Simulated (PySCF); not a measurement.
ClGa, triplet, geometry from GFN2-xTB (such geometries of metal compounds can be far from the true shape) (the spin is typed, not shown lowest); R2SCAN/cc-pVDZ (PySCF).

Here is a job for PySCF.
```python
from pyscf import gto, scf, dft

mol = gto.Mole()
mol.atom = '''
    Ga   -0.000000   -0.000000   -0.787509
    Cl    0.000000    0.000000    1.436045
'''
mol.basis = 'cc-pvdz'
mol.charge = 0
mol.spin = 2
mol.verbose = 3
mol.build()

mf = dft.UKS(mol)
mf.xc = 'r2scan'
mf.grids.atom_grid = (50, 194)
mf.kernel()
mf.analyze()
```

### Question
Predict the main parts of the log of this PySCF run.

### Answer

```
SCF not converged.
SCF energy = -2384.91557691475 after 50 cycles  <S^2> = 2.0040576  2S+1 = 3.0027039
**** MO energy ****
                             alpha | beta                alpha | beta
MO #1   energy= -372.095010990172  | -372.092877134097  occ= 1 | 1
MO #2   energy= -101.215650642477  | -101.212903235365  occ= 1 | 1
MO #3   energy= -45.8384905785984  | -45.8385635603908  occ= 1 | 1
MO #4   energy= -40.5649223580307  | -40.5646358358161  occ= 1 | 1
MO #5   energy= -40.563493977191   | -40.5624060095475  occ= 1 | 1
MO #6   energy= -40.5630582777241  | -40.5611315532124  occ= 1 | 1
MO #7   energy= -9.37491057423994  | -9.37354951408647  occ= 1 | 1
MO #8   energy= -7.1216432692469   | -7.11589733811771  occ= 1 | 1
MO #9   energy= -7.11207801458794  | -7.1108067361047   occ= 1 | 1
MO #10  energy= -7.1109421940453   | -7.1087008668546   occ= 1 | 1
MO #11  energy= -5.51533713092674  | -5.51328853786691  occ= 1 | 1
MO #12  energy= -3.78385453757173  | -3.78183099576704  occ= 1 | 1
MO #13  energy= -3.77898053490782  | -3.7773057471605   occ= 1 | 1
MO #14  energy= -3.77332963871688  | -3.76953122747492  occ= 1 | 1
MO #15  energy= -0.831567880706296 | -0.825055188146784 occ= 1 | 1
MO #16  energy= -0.821786396220605 | -0.81666355329665  occ= 1 | 1
MO #17  energy= -0.817330492982479 | -0.809331211961045 occ= 1 | 1
MO #18  energy= -0.816125846342677 | -0.807732237652584 occ= 1 | 1
MO #19  energy= -0.814463795862942 | -0.806053585329845 occ= 1 | 1
MO #20  energy= -0.770531610614525 | -0.754648543048352 occ= 1 | 1
MO #21  energy= -0.424767980225789 | -0.38611743563177  occ= 1 | 1
MO #22  energy= -0.310136360608561 | -0.304051311863659 occ= 1 | 1
MO #23  energy= -0.307851153327148 | -0.296640947300366 occ= 1 | 1
MO #24  energy= -0.304084265063059 | -0.218178103882947 occ= 1 | 0
MO #25  energy= -0.132419439322053 | -0.0635193969218661 occ= 1 | 0
MO #26  energy= -0.112879358748248 | -0.0401375084179534 occ= 0 | 0
MO #27  energy= -0.0196023626555892 | 0.0219048227721643 occ= 0 | 0
MO #28  energy= 0.142053875742201  | 0.169160609097073  occ= 0 | 0
MO #29  energy= 0.194730658945904  | 0.225067608353242  occ= 0 | 0
MO #30  energy= 0.197700564839584  | 0.227918864448096  occ= 0 | 0
MO #31  energy= 0.209217036501159  | 0.233889974431939  occ= 0 | 0
MO #32  energy= 0.26680664211783   | 0.314694926508523  occ= 0 | 0
MO #33  energy= 0.277654667569344  | 0.326793310672002  occ= 0 | 0

To work with the spin densities directly, `use mulliken_meta_spin()` only printing them here.

 ** Mulliken spin pop alpha/beta on meta-lowdin orthogonal AOs **
 ** Mulliken Spin Density (per atom)  **
spin density of  0 Ga =      1.72452
spin density of  1 Cl =      0.27548
 ** Mulliken pop alpha/beta on meta-lowdin orthogonal AOs **
 ** Mulliken atomic charges   ( Nelec_alpha | Nelec_beta ) **
charge of  0Ga =      0.18169  (    16.27142     14.54689 )
charge of  1Cl =     -0.18169  (     8.72858      8.45311 )
Dipole moment(X, Y, Z, Debye):  0.00000, -0.00000, -1.91671
```

The run did not converge; its last values are not results.
